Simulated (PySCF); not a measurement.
Polarisability as a sum over states

Compound: C9H10OSi.
Structure used (PBE0-D3(BJ)/def2-SVP), in Å, numbered top down from 1:
```xyz
21
C9H10OSi angstrom
Si     3.4940    1.1788    1.3199
C      2.3604   -0.0218    0.3750
C      0.9962   -0.0729    0.9473
O      0.7393   -1.0087    1.8800
C     -0.5259   -0.8802    2.3270
C     -1.1325    0.1740    1.6823
C     -2.4273    0.7704    1.7365
C     -2.6850    1.8428    0.9280
C     -1.6940    2.3729    0.0366
C     -0.4419    1.8281   -0.0460
C     -0.1335    0.7085    0.7791
H      4.8674    1.1681    0.7260
H      3.5757    0.7715    2.7538
H      2.9360    2.5615    1.2321
H      2.3183    0.2939   -0.6796
H      2.8110   -1.0267    0.3951
H     -0.8487   -1.5933    3.0794
H     -3.1916    0.3769    2.4103
H     -3.6700    2.3151    0.9550
H     -1.9539    3.2325   -0.5856
H      0.3074    2.2414   -0.7255
```

Computed with TDDFT wB97X-D/def2-SVPD, vertical, gas phase, core orbitals frozen in the response in PySCF.

Excitation energies and transition dipoles (atomic units, axes of the coordinates) of those of the lowest 10 singlets that add 0.02 au or more to the mean polarisability:

```json
{"state": "S1", "ΔE (hartree)": "0.1381", "μx": "1.070", "μy": "0.355", "μz": "-0.586"}
{"state": "S3", "ΔE (hartree)": "0.2050", "μx": "0.146", "μy": "-0.127", "μz": "-0.193"}
{"state": "S4", "ΔE (hartree)": "0.2134", "μx": "-0.865", "μy": "-0.217", "μz": "0.126"}
{"state": "S5", "ΔE (hartree)": "0.2247", "μx": "0.536", "μy": "-0.557", "μz": "0.479"}
{"state": "S6", "ΔE (hartree)": "0.2280", "μx": "0.004", "μy": "0.077", "μz": "0.079"}
{"state": "S7", "ΔE (hartree)": "0.2325", "μx": "-1.654", "μy": "1.270", "μz": "-0.634"}
{"state": "S8", "ΔE (hartree)": "0.2339", "μx": "0.625", "μy": "-0.513", "μz": "0.185"}
{"state": "S9", "ΔE (hartree)": "0.2418", "μx": "0.016", "μy": "-0.101", "μz": "-0.017"}
{"state": "S10", "ΔE (hartree)": "0.2528", "μx": "0.206", "μy": "-0.295", "μz": "0.043"}
```

Problem. What does each state add to αxx, αyy and αzz, and how do the sums compare with the full static tensor?

Solution. Each state adds 2 μα² / ΔE.

```json
{"state": "S1", "αxx (au)": "16.56", "αyy (au)": "1.83", "αzz (au)": "4.97"}
{"state": "S3", "αxx (au)": "0.21", "αyy (au)": "0.16", "αzz (au)": "0.36"}
{"state": "S4", "αxx (au)": "7.01", "αyy (au)": "0.44", "αzz (au)": "0.15"}
{"state": "S5", "αxx (au)": "2.56", "αyy (au)": "2.76", "αzz (au)": "2.04"}
{"state": "S6", "αxx (au)": "0.00", "αyy (au)": "0.05", "αzz (au)": "0.05"}
{"state": "S7", "αxx (au)": "23.53", "αyy (au)": "13.86", "αzz (au)": "3.46"}
{"state": "S8", "αxx (au)": "3.34", "αyy (au)": "2.25", "αzz (au)": "0.29"}
{"state": "S9", "αxx (au)": "0.00", "αyy (au)": "0.08", "αzz (au)": "0.00"}
{"state": "S10", "αxx (au)": "0.33", "αyy (au)": "0.69", "αzz (au)": "0.01"}
{"state": "all 10 states", "αxx (au)": "53.5", "αyy (au)": "22.2", "αzz (au)": "11.3"}
{"state": "full response", "αxx (au)": "177.7", "αyy (au)": "126.4", "αzz (au)": "112.3"}
{"state": "share (%)", "αxx (au)": "30", "αyy (au)": "18", "αzz (au)": "10"}
```

The rest comes from the higher roots of the same response equations.

Problem. Give the full tensor and its principal values.

Solution. In au, rows and columns x, y, z:
```
x   177.7 -14.2  -8.7
y   -14.2 126.4 -24.8
z    -8.7 -24.8 112.3
```
Principal values 90.8, 144.2 and 181.5 au; mean 138.8 au (20.57 Å³).

Problem. By how much does the contribution of these states grow at 632.8 nm?

Solution. With ω = 0.0720 hartree each state's term in the mean polarisability goes from f / ΔE² to f / (ΔE² − ω²), f = (2/3) ΔE |μ|²; the sum over all 10 states goes from 29.02 to 34.25 au, a rise of 5.23 au.

The run took 58 s wall, 2.2 min CPU on Intel Xeon Platinum 8375C at 2.90 GHz, 2 threads, no GPU, shared host with 96 logical CPUs at a one-minute load of 25, and the process peaked at 1.9 GiB of memory.

One conformer stands for the species.
